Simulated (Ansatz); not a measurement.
C$_{2}$H$_{7}$BFNO (`CNBOCF`) at its PBE0-D4/def2-TZVP geometry, where that method's forces vanish. Total charge 0; spin multiplicity 1.

```xyz
13

C     1.9273    0.7086    0.5406
N     0.6034    0.3317    0.1066
B     0.1425   -0.9775   -0.0137
O    -1.1501   -1.2941   -0.3980
C    -2.1302   -0.3434   -0.4772
F    -1.8564    0.5788   -1.4741
H     2.4774    1.2332   -0.2468
H     2.4873   -0.1890    0.8034
H     1.8952    1.3561    1.4223
H     0.0303    1.0999   -0.2064
H     0.8642   -1.9001    0.2270
H    -2.2207    0.2272    0.4556
H    -3.0704   -0.8316   -0.7394
```

**Question.** What forces (eV/Å) does ωB97M-V/def2-TZVPP give on these atoms in Ansatz 0.2.0? (Estimate.)

**Answer.** Computed: 
```
C1   0.326  0.104  0.111
N2  -0.250  0.068 -0.084
B3   0.189 -0.161  0.054
O4   0.023 -0.192 -0.045
C5  -0.336  0.022  0.220
F6   0.077  0.129 -0.152
H7  -0.050 -0.051  0.072
H8  -0.038  0.072 -0.020
H9   0.006 -0.063 -0.080
H10  0.016 -0.030  0.006
H11 -0.076  0.106 -0.026
H12  0.019 -0.055 -0.088
H13  0.094  0.054  0.031
```
